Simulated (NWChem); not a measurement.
# SiH2S2F2; SMILES F[Si](F)(S)S

```xyz
7

F     -0.1678    -1.2802    -1.3037
Si     0.0000     0.0000    -0.3439
F      0.1678     1.2802    -1.3037
S     -1.7831     0.0464     0.7858
S      1.7831    -0.0464     0.7858
H     -1.3462     1.0588     1.5675
H      1.3462    -1.0588     1.5675
```
Atoms are numbered in this order, from 1.

The geometry was optimised at PBE0/def2-SVP.

Symmetry labels are those of C2 in the frame above (b1 and b2, or b-type labels, depend on it).

Task: List the 4 lowest vertical singlet excitations and the 4 lowest triplet ones from B3LYP/def2-SVP, TDA (NWChem).

Result: 
```tsv
state	energy (eV)	oscillator strength	symmetry	leading excitation (squared amplitude)
S1	6.40	0.007	b	HOMO → LUMO (0.89)
S2	6.59	0.000	a	HOMO−1 → LUMO (0.59)
S3	7.06	0.000	a	HOMO → LUMO+1 (0.57)
S4	7.07	0.042	b	HOMO → LUMO+2 (0.96)
T1	5.90	spin-forbidden	b	HOMO → LUMO (0.82)
T2	6.06	spin-forbidden	a	HOMO−1 → LUMO (0.51)
T3	6.41	spin-forbidden	b	HOMO → LUMO+2 (0.83)
T4	6.66	spin-forbidden	a	HOMO−1 → LUMO+2 (0.55)
```
